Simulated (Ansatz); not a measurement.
Ansatz (an electronic-structure program) input for Cd(F)(SMe) (CH₃CdFS), SMILES [F][Cd][S]C, B3LYP-D3(BJ)/def2-SVP. 

Ansatz 0.2 input:
```yaml
crystal:
  periodic: [false, false, false]
  atoms:
    - {symbol: Cd, position_ang: [-0.43493743, 0.18362924, 0.64759808]}
    - {symbol: F, position_ang: [-1.42343701, 0.95473494, -0.91370392]}
    - {symbol: S, position_ang: [1.47872621, -0.88576779, -0.25554306]}
    - {symbol: C, position_ang: [1.13109351, -0.38769255, -1.97543857]}
    - {symbol: H, position_ang: [0.16108354, -0.77656150, -2.28365354]}
    - {symbol: H, position_ang: [1.91833836, -0.83006622, -2.57793615]}
    - {symbol: H, position_ang: [1.16232706, 0.69824990, -2.05846260]}
basis:
  gaussian:
    orbitals: def2-SVP
hamiltonian:
  xc: b3lyp
  dispersion: d3bj
relax: {f_tol: 0.002, max_steps: 200}
```

It prints:

```
WARN ansatz: RAYON_NUM_THREADS=1 ignored (pool sized by the plan → 1); use --threads N
Functional definition: B3LYP
integrals: 0.04 GiB planned
984 factors; integrals over basis functions are off by at most 3.3e-4 eV
mean field: 0.36 GiB planned
mean field evaluation 1: about -19189.6552 eV, gradient 6.0e1 eV
mean field evaluation 2: about -19078.9535 eV, gradient 2.2e2 eV
mean field evaluation 4: about -19196.9281 eV, gradient 1.8e1 eV
mean field evaluation 8: about -19197.7691 eV, gradient 5.6e-1 eV
mean field evaluation 16: about -19197.8418 eV, gradient 1.9e-4 eV
mean field -19197.84181198 eV, -705.5076738256 hartree, gradient 6.1e-5 eV, S^2 0.000000; 0 other end points of the search recorded, 0 dependent functions left out
the calculation of the forces begins
reference -19197.84204562 eV, -705.5076824119 hartree; 27, 27 occupied and 65, 65 virtual orbitals, 984 factors
relax step   1: F+E_penalty+E_count = -19198.14318199 eV  Δ(F+E_penalty+E_count) = +0.000e0 eV  max|allowed force component| = 8.028e-1 eV/Å  Δτ_max = 0.0000 Å  (31 SCF iters, accepted)
these checks for a lower state are left out or cut short: starts, cluster_reference, orbital_swaps, neighbouring_geometries, increment
integrals: 0.04 GiB planned
984 factors; integrals over basis functions are off by at most 3.4e-4 eV
mean field: 0.36 GiB planned
mean field -19198.06758136 eV, -705.5159706973 hartree, gradient 1.6e-5 eV, S^2 0.000000; 0 other end points of the search recorded, 0 dependent functions left out
the calculation of the forces begins
reference -19198.06781583 eV, -705.5159793138 hartree; 27, 27 occupied and 65, 65 virtual orbitals, 984 factors
relax step   2: F+E_penalty+E_count = -19198.36783502 eV  Δ(F+E_penalty+E_count) = -2.247e-1 eV  max|allowed force component| = 8.569e-1 eV/Å  Δτ_max = 0.1941 Å  (33 SCF iters, accepted)
these checks for a lower state are left out or cut short: starts, cluster_reference, orbital_swaps, neighbouring_geometries, increment
integrals: 0.04 GiB planned
984 factors; integrals over basis functions are off by at most 3.5e-4 eV
mean field: 0.36 GiB planned
mean field evaluation 32: about -19198.2176 eV, gradient 6.8e-6 eV
mean field -19198.21761912 eV, -705.5214844835 hartree, gradient 8.9e-6 eV, S^2 0.000000; 0 other end points of the search recorded, 0 dependent functions left out
the calculation of the forces begins
reference -19198.21785681 eV, -705.5214932182 hartree; 27, 27 occupied and 65, 65 virtual orbitals, 984 factors
relax step   3: F+E_penalty+E_count = -19198.51528724 eV  Δ(F+E_penalty+E_count) = -1.475e-1 eV  max|allowed force component| = 8.374e-1 eV/Å  Δτ_max = 0.1984 Å  (33 SCF iters, accepted)
these checks for a lower state are left out or cut short: starts, cluster_reference, orbital_swaps, neighbouring_geometries, increment
integrals: 0.04 GiB planned
984 factors; integrals over basis functions are off by at most 3.6e-4 eV
mean field: 0.36 GiB planned
mean field -19198.36213920 eV, -705.5267954984 hartree, gradient 2.8e-5 eV, S^2 0.000000; 0 other end points of the search recorded, 0 dependent functions left out
the calculation of the forces begins
reference -19198.36237878 eV, -705.5268043028 hartree; 27, 27 occupied and 65, 65 virtual orbitals, 984 factors
relax step   4: F+E_penalty+E_count = -19198.65822235 eV  Δ(F+E_penalty+E_count) = -1.429e-1 eV  max|allowed force component| = 6.965e-1 eV/Å  Δτ_max = 0.1908 Å  (32 SCF iters, accepted)
these checks for a lower state are left out or cut short: starts, cluster_reference, orbital_swaps, neighbouring_geometries, increment
integrals: 0.04 GiB planned
984 factors; integrals over basis functions are off by at most 3.5e-4 eV
mean field: 0.36 GiB planned
mean field -19198.49728261 eV, -705.5317619269 hartree, gradient 2.2e-5 eV, S^2 0.000000; 0 other end points of the search recorded, 0 dependent functions left out
the calculation of the forces begins
reference -19198.49752500 eV, -705.5317708347 hartree; 27, 27 occupied and 65, 65 virtual orbitals, 984 factors
relax step   5: F+E_penalty+E_count = -19198.79121811 eV  Δ(F+E_penalty+E_count) = -1.330e-1 eV  max|allowed force component| = 5.005e-1 eV/Å  Δτ_max = 0.1923 Å  (32 SCF iters, accepted)
these checks for a lower state are left out or cut short: starts, cluster_reference, orbital_swaps, neighbouring_geometries, increment
integrals: 0.04 GiB planned
984 factors; integrals over basis functions are off by at most 3.5e-4 eV
mean field: 0.36 GiB planned
mean field -19198.61276518 eV, -705.5360058331 hartree, gradient 1.8e-5 eV, S^2 0.000000; 0 other end points of the search recorded, 0 dependent functions left out
the calculation of the forces begins
reference -19198.61301024 eV, -705.5360148390 hartree; 27, 27 occupied and 65, 65 virtual orbitals, 984 factors
relax step   6: F+E_penalty+E_count = -19198.90389630 eV  Δ(F+E_penalty+E_count) = -1.127e-1 eV  max|allowed force component| = 3.337e-1 eV/Å  Δτ_max = 0.1956 Å  (32 SCF iters, accepted)
these checks for a lower state are left out or cut short: starts, cluster_reference, orbital_swaps, neighbouring_geometries, increment
integrals: 0.04 GiB planned
984 factors; integrals over basis functions are off by at most 3.5e-4 eV
mean field: 0.36 GiB planned
mean field -19198.70554485 eV, -705.5394154232 hartree, gradient 1.6e-5 eV, S^2 0.000000; 0 other end points of the search recorded, 0 dependent functions left out
the calculation of the forces begins
reference -19198.70579135 eV, -705.5394244818 hartree; 27, 27 occupied and 65, 65 virtual orbitals, 984 factors
relax step   7: F+E_penalty+E_count = -19198.99341296 eV  Δ(F+E_penalty+E_count) = -8.952e-2 eV  max|allowed force component| = 2.600e-1 eV/Å  Δτ_max = 0.1955 Å  (31 SCF iters, accepted)
these checks for a lower state are left out or cut short: starts, cluster_reference, orbital_swaps, neighbouring_geometries, increment
integrals: 0.04 GiB planned
984 factors; integrals over basis functions are off by at most 3.5e-4 eV
mean field: 0.36 GiB planned
mean field evaluation 64: about -19198.7839 eV, gradient 2.7e-1 eV
mean field -19198.78429539 eV, -705.5423094522 hartree, gradient 1.5e-5 eV, S^2 0.000000; 0 other end points of the search recorded, 0 dependent functions left out
the calculation of the forces begins
reference -19198.78454382 eV, -705.5423185817 hartree; 27, 27 occupied and 65, 65 virtual orbitals, 984 factors
relax step   8: F+E_penalty+E_count = -19199.06792521 eV  Δ(F+E_penalty+E_count) = -7.451e-2 eV  max|allowed force component| = 1.581e-1 eV/Å  Δτ_max = 0.2000 Å  (32 SCF iters, accepted)
these checks for a lower state are left out or cut short: starts, cluster_reference, orbital_swaps, neighbouring_geometries, increment
integrals: 0.04 GiB planned
984 factors; integrals over basis functions are off by at most 3.5e-4 eV
mean field: 0.36 GiB planned
mean field -19198.83746779 eV, -705.5442635017 hartree, gradient 1.8e-5 eV, S^2 0.000000; 0 other end points of the search recorded, 0 dependent functions left out
the calculation of the forces begins
reference -19198.83771823 eV, -705.5442727052 hartree; 27, 27 occupied and 65, 65 virtual orbitals, 984 factors
relax step   9: F+E_penalty+E_count = -19199.11747443 eV  Δ(F+E_penalty+E_count) = -4.955e-2 eV  max|allowed force component| = 1.074e-1 eV/Å  Δτ_max = 0.2000 Å  (31 SCF iters, accepted)
these checks for a lower state are left out or cut short: starts, cluster_reference, orbital_swaps, neighbouring_geometries, increment
integrals: 0.04 GiB planned
984 factors; integrals over basis functions are off by at most 3.5e-4 eV
mean field: 0.36 GiB planned
mean field -19198.86598815 eV, -705.5453116056 hartree, gradient 1.7e-5 eV, S^2 0.000000; 0 other end points of the search recorded, 0 dependent functions left out
the calculation of the forces begins
reference -19198.86624160 eV, -705.5453209198 hartree; 27, 27 occupied and 65, 65 virtual orbitals, 984 factors
relax step  10: F+E_penalty+E_count = -19199.14069679 eV  Δ(F+E_penalty+E_count) = -2.322e-2 eV  max|allowed force component| = 9.574e-2 eV/Å  Δτ_max = 0.1911 Å  (31 SCF iters, accepted)
these checks for a lower state are left out or cut short: starts, cluster_reference, orbital_swaps, neighbouring_geometries, increment
integrals: 0.04 GiB planned
984 factors; integrals over basis functions are off by at most 3.5e-4 eV
mean field: 0.36 GiB planned
mean field -19198.86910926 eV, -705.5454263043 hartree, gradient 1.4e-5 eV, S^2 0.000000; 0 other end points of the search recorded, 0 dependent functions left out
the calculation of the forces begins
reference -19198.86936339 eV, -705.5454356436 hartree; 27, 27 occupied and 65, 65 virtual orbitals, 984 factors
relax step  11: F+E_penalty+E_count = -19199.14265853 eV  Δ(F+E_penalty+E_count) = -1.962e-3 eV  max|allowed force component| = 9.925e-2 eV/Å  Δτ_max = 0.1043 Å  (32 SCF iters, accepted)
these checks for a lower state are left out or cut short: starts, cluster_reference, orbital_swaps, neighbouring_geometries, increment
integrals: 0.04 GiB planned
984 factors; integrals over basis functions are off by at most 3.5e-4 eV
mean field: 0.36 GiB planned
mean field evaluation 96: about -19198.8706 eV, gradient 1.4e-5 eV
mean field -19198.87060612 eV, -705.5454813130 hartree, gradient 1.4e-5 eV, S^2 0.000000; 0 other end points of the search recorded, 0 dependent functions left out
the calculation of the forces begins
reference -19198.87086039 eV, -705.5454906574 hartree; 27, 27 occupied and 65, 65 virtual orbitals, 984 factors
relax step  12: F+E_penalty+E_count = -19199.14406354 eV  Δ(F+E_penalty+E_count) = -1.405e-3 eV  max|allowed force component| = 1.424e-2 eV/Å  Δτ_max = 0.0284 Å  (33 SCF iters, accepted)
these checks for a lower state are left out or cut short: starts, cluster_reference, orbital_swaps, neighbouring_geometries, increment
integrals: 0.04 GiB planned
984 factors; integrals over basis functions are off by at most 3.5e-4 eV
mean field: 0.36 GiB planned
mean field -19198.87053738 eV, -705.5454787869 hartree, gradient 4.7e-5 eV, S^2 0.000000; 0 other end points of the search recorded, 0 dependent functions left out
the calculation of the forces begins
reference -19198.87079163 eV, -705.5454881304 hartree; 27, 27 occupied and 65, 65 virtual orbitals, 984 factors
relax step  13: F+E_penalty+E_count = -19199.14407611 eV  Δ(F+E_penalty+E_count) = -1.258e-5 eV  max|allowed force component| = 3.212e-3 eV/Å  Δτ_max = 0.0014 Å  (22 SCF iters, accepted)
these checks for a lower state are left out or cut short: starts, cluster_reference, orbital_swaps, neighbouring_geometries, increment
integrals: 0.04 GiB planned
984 factors; integrals over basis functions are off by at most 3.5e-4 eV
mean field: 0.36 GiB planned
mean field -19198.87054987 eV, -705.5454792457 hartree, gradient 6.0e-5 eV, S^2 0.000000; 0 other end points of the search recorded, 0 dependent functions left out
the calculation of the forces begins
reference -19198.87080412 eV, -705.5454885894 hartree; 27, 27 occupied and 65, 65 virtual orbitals, 984 factors
relax step  14: F+E_penalty+E_count = -19199.14407929 eV  Δ(F+E_penalty+E_count) = -3.179e-6 eV  max|allowed force component| = 4.615e-4 eV/Å  Δτ_max = 0.0021 Å  (22 SCF iters, accepted)
integrals: 0.04 GiB planned
984 factors; integrals over basis functions are off by at most 3.5e-4 eV
mean field: 0.36 GiB planned
mean field -19198.87054987 eV, -705.5454792457 hartree, gradient 6.0e-5 eV, S^2 0.000000; 1 other end points of the search recorded, 0 dependent functions left out
the calculation of the forces begins
reference -19198.87080412 eV, -705.5454885894 hartree; 27, 27 occupied and 65, 65 virtual orbitals, 984 factors
Total energy: -19199.14433355 eV, -705.5555406104 hartree
Atom 0 at    -0.753350     0.420797     0.101503 Å, force    -0.000327     0.000462     0.000077 eV/Å
Atom 1 at    -2.402684     1.379043     0.472017 Å, force     0.000299    -0.000176    -0.000036 eV/Å
Atom 2 at     1.239295    -0.742336    -0.316816 Å, force     0.000045    -0.000243    -0.000354 eV/Å
Atom 3 at     1.426615    -0.541788    -2.141065 Å, force     0.000028    -0.000032     0.000067 eV/Å
Atom 4 at     0.594777    -0.997726    -2.695154 Å, force     0.000214    -0.000074     0.000033 eV/Å
Atom 5 at     2.352132    -1.073223    -2.405269 Å, force    -0.000059     0.000239     0.000088 eV/Å
Atom 6 at     1.536410     0.511759    -2.432356 Å, force    -0.000200    -0.000177     0.000125 eV/Å
Dipole moment:     0.325814    -0.140275    -0.355633 e Å
```

Self-consistency was reached.
